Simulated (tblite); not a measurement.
Compound: F2GaH5P2.
Bonds: F1–P2, P2–F3, P2–P4, P2–Ga5. Hydrogens: H6, H7 on P4; H8, H9, H10 on Ga5.

Computed with GFN2-xTB (tblite), gas phase: L-BFGS steps from a force-field or distance-geometry start until the largest atomic force falls under 0.01 eV/Å.

Step 123: E = -498.5580 eV
```
atom  x, y, z in Å  |  force x, y, z in eV/Å
F1      1.3361    1.1010   -1.5609   -0.081  -0.102   0.072
P2      0.6906    0.0255   -0.5373   -0.040   0.286   0.033
F3     -0.4646    1.1727   -0.0418    0.069  -0.088  -0.149
P4      2.0557    0.3974    1.1250    0.130  -0.015  -0.156
Ga5    -2.0838   -0.3606   -0.2140   -0.065   0.068  -0.038
H6      1.8844   -0.9017    1.5925   -0.039  -0.090   0.070
H7      3.1107    0.0106    0.2761   -0.047   0.032   0.101
H8     -1.3008   -1.1666    0.8909   -0.013  -0.018   0.017
H9     -1.8750   -0.7531   -1.7083    0.014   0.008  -0.002
H10    -3.3445    0.4793    0.1552    0.072  -0.080   0.051
```

Step 124: E = -498.5650 eV
```
atom  x, y, z in Å  |  force x, y, z in eV/Å
F1      1.3567    1.1315   -1.5861   -0.091  -0.124   0.107
P2      0.7042    0.0442   -0.5775   -0.061   0.303   0.029
F3     -0.4641    1.1838   -0.0808    0.085  -0.099  -0.154
P4      2.0380    0.4096    1.1084    0.154  -0.152  -0.096
Ga5    -2.0637   -0.3616   -0.1965   -0.107   0.057  -0.099
H6      1.7982   -0.8707    1.6172   -0.042   0.035   0.019
H7      3.0971   -0.0584    0.3063   -0.044   0.060   0.087
H8     -1.2497   -1.1812    0.8712    0.010  -0.016   0.051
H9     -1.8709   -0.7353   -1.7008   -0.012   0.024   0.025
H10    -3.3371    0.4427    0.2160    0.108  -0.088   0.031
```

Question: Estimate the geometry and energy of step 125. (The exact step hangs on the optimiser's Hessian estimate; all steps are aligned on step 124, rigid shifts and turns removed.)

Answer: E = -498.5728 eV, largest force 0.251 eV/Å
```
atom  x, y, z in Å  |  force x, y, z in eV/Å
F1      1.3819    1.1521   -1.6064   -0.067  -0.109   0.098
P2      0.7149    0.0641   -0.6097   -0.052   0.238   0.001
F3     -0.4657    1.2003   -0.1419    0.084  -0.072  -0.086
P4      2.0217    0.4192    1.0996    0.112  -0.219  -0.050
Ga5    -2.0422   -0.3601   -0.1860   -0.134   0.010  -0.078
H6      1.7114   -0.8386    1.6369   -0.035   0.111  -0.014
H7      3.0750   -0.1230    0.3395   -0.027   0.077   0.061
H8     -1.1940   -1.1960    0.8491    0.009   0.018   0.037
H9     -1.8704   -0.7134   -1.6998   -0.042   0.038   0.053
H10    -3.3239    0.3998    0.2961    0.151  -0.091  -0.022
```

The energy changes by -0.0078 eV. The first-order estimate −F·Δx gives -0.0117 eV and the mean of the old and new forces, exact on a quadratic surface, -0.0076 eV. The step makes an angle of 83° with the force vector and moves no atom by more than 0.095 Å.

The cost below is that of the whole relaxation. Time: 0.68 s of wall time. Hardware: Arm Neoverse V1, one thread, shared host.
